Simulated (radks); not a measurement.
Valence configurations of Fe II (all share [Ar]). Calculated with a radial shooting solver on a logarithmic mesh with Libxc functionals: Dirac Kohn-Sham, PBEsol, spin-unpolarised, spherical densities, finite nucleus; open shells fill j = l - 1/2 first; Fermi nuclear charge, rms radius 3.7377 fm. Energies are relative to 3d6 4s1; eigenvalues in eV.

valence          E (eV)  e(3d3/2)  e(3d5/2)  e(4p1/2)  e(4p3/2)  e(4s1/2)
3d7              -2.072   -11.531   -11.392         -         -         -
3d6 4s1           0.000   -16.046   -15.891         -         -   -12.321
3d6 4s0.5 4p0.5   2.498   -16.741   -16.586    -7.737         -   -12.754
3d6 4p1           5.016   -17.419   -17.263    -8.107         -         -
3d5 4s2           5.393   -21.622   -21.450         -         -   -14.074
3d5 4s1 4p1      10.957   -22.963   -22.791    -9.240         -   -14.853
3d4 4s2 4p1      21.187   -29.409         -   -10.378         -   -16.559
3d4 4s1 4p2      27.416   -30.641         -   -10.949         -   -17.225
3d3 4s2 4p2      43.534   -37.835         -   -12.060         -   -18.892
3d3 4s1 4p3      50.577   -39.026         -   -12.590   -12.423   -19.514

NIST lists [Ar] 3d6 4s1 as the ground configuration; this level of theory puts 3d7 lower, by 2.072 eV. The energies are those of spherical spin-averaged densities, not of single terms.
